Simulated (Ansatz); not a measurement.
System: SiPH6, charge 1, singlet. SiPH6+ (SMILES [SiH3][PH3+]).
B3LYP-D3(BJ)/def2-TZVP minimum from Ansatz (a quantum-chemistry and plane-wave program):
```xyz
8

Si    -1.1994     0.1096     0.1732
P      1.0913    -0.0997    -0.1576
H     -1.7368    -0.9132    -0.7350
H     -1.4418     1.5043    -0.2219
H     -1.3313    -0.1789     1.6082
H      1.5888    -1.3720     0.1550
H      1.8525     0.7888     0.6136
H      1.4900     0.1325    -1.4808
```
Charge +1, spin multiplicity 1.

Total energies in cc-pV(D+d)Z, 14 correlated electrons, 10 frozen orbitals. Radicals and triplets start from unrestricted determinants; spin-orbit coupling is neglected. Cores are frozen in correlated methods. No relativity.

| method | program | energy (Eh) | minus CCSDT(Q) (mEh) |
|---|---|---|---|
| HF | Ansatz | -632.91931 | 284.58 |
| MP2 | Ansatz | -633.14494 | 58.95 |
| CCSD | Ansatz | -633.19587 | 8.03 |
| CCSD(T) | Ansatz | -633.20244 | 1.46 |
| CCSDT(Q) | Ansatz | -633.20389 | 0.00 |

Rough core times of Ansatz's runs on a shared machine: CCSD(T) under 20 s, CCSDT(Q) 90 s.
